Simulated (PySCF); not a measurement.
**Ionisation energy of Ge⁶⁺ by level of theory**

Ge⁶⁺ [Ar] 3d8 [3d3/2^4 3d5/2^4, M_J = 4] → Ge⁷⁺ [Ar] 3d7 [3d3/2^4 3d5/2^3, M_J = 9/2], as a difference of total energies. Computed with PySCF 2.14 in an even-tempered Gaussian basis (18 s from 0.27 bohr⁻², ratio 2.8; 13 p from 0.35 bohr⁻², ratio 2.8; 9 d from 0.35 bohr⁻², ratio 2.8; 4 f from 2.7 bohr⁻², ratio 3), with the two-component X2C-1e Hamiltonian. Correlated levels: [Ne] frozen; the 76 highest virtual spinors dropped. "Screened" scales the spin-orbit matrix elements by Boettger's factors to mimic the two-electron term; Breit and QED terms are absent.

```csv
method,ionisation energy (eV)
GHF (screened spin-orbit),143.40
GMP2 (screened spin-orbit),145.21
```

Q: How much does correlation contribute at GMP2 (screened spin-orbit)?

A: 145.21 − (143.40) = 1.81 eV, measured against GHF (screened spin-orbit).

The labels give the starting determinants; with spin-orbit coupling the two ends relaxed to ⟨J²⟩ = 20.00, ⟨L²⟩ = 12.02, ⟨S²⟩ = 2.00 and ⟨J²⟩ = 24.75, ⟨L²⟩ = 12.09, ⟨S²⟩ = 3.72.

For comparison: 144.9 ± 1.5 eV (theoretical estimate listed by NIST; NIST Atomic Spectra Database, ionization energies).
